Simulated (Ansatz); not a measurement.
Stepwise reaction of `CB(C)F` with hydrogen fluoride, as a gas-phase model of exchange steps in deposition or etching. ΔE in kJ/mol.

Gas-phase electronic energies from Ansatz, PBE0-D4/def2-TZVP geometries. CCSD(T)/CBS is the MP2 limit (def2-TZVPP, def2-QZVPP) plus CCSD(T) − MP2 in def2-TZVPP, frozen cores. This one scheme is used for every species. DFT in def2-TZVPP. B3LYP here is the variant with VWN-RPA as its local correlation; programs differ in this.

```csv
step,reaction,PBE-D4,B3LYP-D4,ωB97M-V,CCSD(T)/CBS
1,`CB(C)F` + H–F → `CB(F)F` + CH₄,-151.5,-160.8,-158.0,-152.2
```

(1) Give the row of step 2, `CB(F)F` + H–F → `FB(F)F` + CH₄. (Best estimate.)

(2) By hand: ΔE of the 2 steps together at CCSD(T)/CBS.

Results:

(1) Ansatz gave: 
| step | reaction | PBE-D4 | B3LYP-D4 | ωB97M-V | CCSD(T)/CBS |
| --- | --- | --- | --- | --- | --- |
| 2 | `CB(F)F` + H–F → `FB(F)F` + CH₄ | -123.8 | -133.8 | -130.4 | -126.2 |

(2) (-152.2) + (-126.2) = -278.4 kJ/mol, or -139.2 kJ/mol a step.

In ΔE each step is higher than the one before. All are downhill at CCSD(T)/CBS. PBE-D4 differs from CCSD(T)/CBS by 0.7 to 2.4 kJ/mol a step. Isolated molecules leave out the surface, adducts and barriers. Largest T1 diagnostic: 0.012.
